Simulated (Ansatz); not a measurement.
One change: `C[BH][ZnH]` becomes `C[BH][AlH2]`.

Ansatz, PBE0-D4/def2-TZVP geometries, multiplicity 1. 

Scalar relativity is left out up to krypton.

| property | `C[BH][ZnH]` |
| --- | --- |
| HOMO energy (B3LYP/def2-TZVPP) / eV | -6.50 |
| size of the dipole moment (B3LYP/def2-TZVPP) / D | 1.29 |
| LUMO energy (PBE/def2-TZVPP) / eV | -2.90 |
| HOMO energy (PBE/def2-TZVPP) / eV | -5.60 |
| HOMO energy (PBE0/def2-TZVPP) / eV | -6.66 |
| HOMO–LUMO gap (B3LYP/def2-TZVPP) / eV | 4.31 |

Question: What does the change do to each property? (Estimate.)

Answer: Computed: 
| property | `C[BH][AlH2]` | shift |
| --- | --- | --- |
| HOMO energy (B3LYP/def2-TZVPP) / eV | -6.85 | -0.35 |
| size of the dipole moment (B3LYP/def2-TZVPP) / D | 1.24 | -0.05 |
| LUMO energy (PBE/def2-TZVPP) / eV | -2.69 | 0.21 |
| HOMO energy (PBE/def2-TZVPP) / eV | -5.87 | -0.27 |
| HOMO energy (PBE0/def2-TZVPP) / eV | -7.02 | -0.36 |
| HOMO–LUMO gap (B3LYP/def2-TZVPP) / eV | 4.95 | 0.64 |

With PBE0 the HOMO falls by 0.36 eV and the LUMO rises by 0.25 eV, so the gap widens by about 0.61 eV. PBE moves the HOMO by -0.27 eV and ωB97M-V by -0.35 eV. The zero-point energy changes by 17.7 kJ/mol with +3 modes. Dipoles are sizes alone; their direction can turn.

B3LYP here is the variant with VWN-RPA as its local correlation; programs differ in this.
